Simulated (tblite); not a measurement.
Compound: C₃H₄Br (doublet state).
Bonds: C1–C2, C2–C3 (double), C2–Br4. Hydrogens: H5, H6 on C1; H7, H8 on C3.
Bond orders are those of one Lewis drawing.

Computed with GFN2-xTB (tblite), gas phase: L-BFGS steps from a force-field or distance-geometry start until the largest atomic force falls under 0.01 eV/Å.

Step 43: E = -338.7608 eV
```
atom  x, y, z in Å  |  force x, y, z in eV/Å
C1      1.2425    0.0155    0.0831    0.010  -0.015  -0.025
C2     -0.0907    0.3270    0.1334   -0.004  -0.025  -0.058
C3     -1.1142   -0.4967   -0.2559    0.020   0.032  -0.017
Br4    -0.5582    2.0770    0.7814   -0.022   0.032   0.009
H5      1.5518   -0.9378   -0.3073    0.005  -0.009   0.036
H6      2.0037    0.7053    0.3911    0.018   0.034   0.035
H7     -0.8838   -1.4904   -0.5878   -0.008  -0.098  -0.060
H8     -2.1420   -0.1904   -0.2626   -0.019   0.049   0.080
```

Step 44: E = -338.7623 eV
```
atom  x, y, z in Å  |  force x, y, z in eV/Å
C1      1.2433    0.0152    0.0863    0.042  -0.038  -0.053
C2     -0.0902    0.3255    0.1323   -0.007  -0.033  -0.078
C3     -1.1145   -0.4965   -0.2594    0.025   0.039   0.018
Br4    -0.5608    2.0763    0.7703   -0.023   0.059   0.037
H5      1.5552   -0.9365   -0.3083   -0.007   0.010   0.055
H6      2.0051    0.7039    0.3981   -0.007   0.026   0.028
H7     -0.8864   -1.4883   -0.5985   -0.015  -0.095  -0.055
H8     -2.1427   -0.1901   -0.2454   -0.008   0.032   0.048
```

Step 45: E = -338.7634 eV
```
atom  x, y, z in Å  |  force x, y, z in eV/Å
C1      1.2458    0.0152    0.0880    0.050  -0.040  -0.068
C2     -0.0885    0.3233    0.1292   -0.002  -0.032  -0.077
C3     -1.1142   -0.4969   -0.2626    0.014   0.010   0.030
Br4    -0.5642    2.0752    0.7622   -0.015   0.059   0.047
H5      1.5597   -0.9358   -0.3090   -0.007   0.034   0.072
H6      2.0053    0.7053    0.4054   -0.029  -0.002   0.012
H7     -0.8933   -1.4901   -0.6070   -0.017  -0.040  -0.034
H8     -2.1416   -0.1867   -0.2308    0.005   0.010   0.018
```

Task: Estimate the geometry and energy of step 46. (The exact step hangs on the optimiser's Hessian estimate; all steps are aligned on step 45, rigid shifts and turns removed.)

Result: E = -338.7641 eV, largest force 0.084 eV/Å
```
atom  x, y, z in Å  |  force x, y, z in eV/Å
C1      1.2483    0.0155    0.0877    0.038  -0.027  -0.066
C2     -0.0866    0.3219    0.1252   -0.002  -0.022  -0.057
C3     -1.1136   -0.4975   -0.2645   -0.001  -0.020   0.024
Br4    -0.5667    2.0743    0.7603   -0.002   0.038   0.037
H5      1.5629   -0.9358   -0.3081    0.001   0.042   0.073
H6      2.0048    0.7078    0.4093   -0.034  -0.022  -0.001
H7     -0.9004   -1.4934   -0.6105   -0.009   0.014  -0.015
H8     -2.1397   -0.1832   -0.2241    0.008  -0.002   0.005
```

The energy changes by -0.0007 eV. The first-order estimate −F·Δx gives -0.0010 eV and the mean of the old and new forces, exact on a quadratic surface, -0.0007 eV. The step makes an angle of 69° with the force vector and moves no atom by more than 0.009 Å.

The cost below is that of the whole relaxation. Time: 0.16 s. Hardware: Arm Neoverse V2, one thread, no GPU, on a shared host.
